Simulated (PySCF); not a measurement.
**Orbital energies and ionisation energy**

(F2B-mu-NH2)2.
Geometry (PBE0-D3(BJ)/def2-SVP, Å), atoms numbered from 1 in this order:
```xyz
12
B2F4H4N2 angstrom
B     -0.213   -1.072   -0.198
F     -1.484   -1.557   -0.144
F      0.759   -1.973   -0.515
N      0.153   -0.249    1.122
B      0.227    1.059    0.208
F     -0.753    1.950    0.523
F      1.494    1.556    0.157
N     -0.129    0.234   -1.114
H     -0.582   -0.234    1.827
H      1.038   -0.511    1.553
H      0.613    0.217   -1.811
H     -1.009    0.498   -1.554
```

Level: CAM-B3LYP/def2-SVPD (PySCF). Frontier orbitals with their largest atomic shares (Löwdin; up to four atoms above 4 %):

| orbital | ε (eV) | main atoms |
| --- | --- | --- |
| HOMO−3 | -12.89 | F3 27 %, F2 27 %, F7 19 %, F6 19 % |
| HOMO−2 | -12.62 | N8 21 %, N4 21 %, F2 9 %, F6 9 % |
| HOMO−1 | -12.14 | N4 19 %, N8 19 %, F3 11 %, F7 11 % |
| HOMO | -11.39 | ? |
| LUMO | 0.56 | B5 26 %, B1 26 %, H10 7 %, H11 7 % |
| LUMO+1 | 1.55 | H9 14 %, H12 14 %, H11 14 %, H10 14 % |
| LUMO+2 | 1.79 | B1 23 %, B5 23 %, F3 10 %, F6 10 % |

**Question.** What vertical ionisation energy does ΔSCF give, and how far is −ε(HOMO) from it?

**Answer.** ΔSCF: 12.38 eV (1195 kJ/mol; threshold wavelength 100.1 nm); ⟨S²⟩ of the doublet left behind is 0.756, against 0.75 for a pure doublet. −ε(HOMO) is 11.39 eV, 0.99 eV below it. For the exact functional −ε(HOMO) would equal the first vertical ionisation energy; CAM-B3LYP (range-separated hybrid) falls short of its own ΔSCF value by 8 %.

**Question.** On which atoms does the HOMO lie?

**Answer.** N8 (nitrogen bonded to 2 B and 2 H) 20 %, N4 (nitrogen bonded to 2 B and 2 H) 20 %, F7 (fluorine bonded to B) 12 %, F3 (fluorine bonded to B) 12 %, so no atom holds as much as 40 %. The HOMO−1 lies 0.75 eV lower.

**Question.** What kinetic energy would electrons from this vertical process carry with He I light (21.218 eV)?

**Answer.** 21.22 − 12.38 = 8.84 eV.

**Question.** How many of the 10 lowest singlet excitations (vertical TDDFT, same level) lie below the ionisation energy?

**Answer.** All 10; they run from 8.87 to 10.66 eV.

**Question.** What total energies stand behind the ΔSCF value?

**Answer.** E(N) = -560.81258 Eh and E(N − 1) = -560.35751 Eh at the same geometry, 0.45507 Eh apart.

The structure is a single PBE0-D3(BJ)/def2-SVP conformer in the gas phase; no vibrational or solvent corrections.
